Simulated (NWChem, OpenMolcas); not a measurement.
**A ladder of methods for AlNH4O2 (SMILES [NH2][Al]([OH])[OH])**

The species is AlNH4O2 (8 atoms), meant as a singlet with charge 0. As SMILES, `[NH2][Al]([OH])[OH]`. The shape is that of a PBE0-D4/def2-TZVP optimisation. This is one conformer, not always the lowest.

Quantity: the HOMO–LUMO gap, in eV. The values are calculated.

```json
{"level": "SVWN5/6-311+G**", "kind": "LDA", "program": "NWChem", "value (eV)": "4.68"}
{"level": "BLYP/6-311+G**", "kind": "GGA", "program": "OpenMolcas", "value (eV)": "4.50"}
{"level": "PBE/6-311+G**", "kind": "GGA", "program": "NWChem", "value (eV)": "4.61"}
{"level": "revPBE/6-311+G**", "kind": "GGA", "program": "OpenMolcas", "value (eV)": "4.60"}
{"level": "BHLYP/6-311+G**", "kind": "global hybrid", "program": "OpenMolcas", "value (eV)": "8.62"}
{"level": "M06-2X/6-311+G**", "kind": "hybrid meta-GGA", "program": "OpenMolcas", "value (eV)": "8.52"}
{"level": "PBE0/6-311+G**", "kind": "global hybrid", "program": "NWChem", "value (eV)": "6.77"}
{"level": "B2PLYP/6-311+G**", "kind": "double hybrid", "program": "OpenMolcas", "value (eV)": "8.77"}
```

The values span 4.50 to 8.77 eV. Orbital gaps aren't excitation energies, and those of double hybrids come from the SCF part alone; they tend to grow with the share of exact exchange.
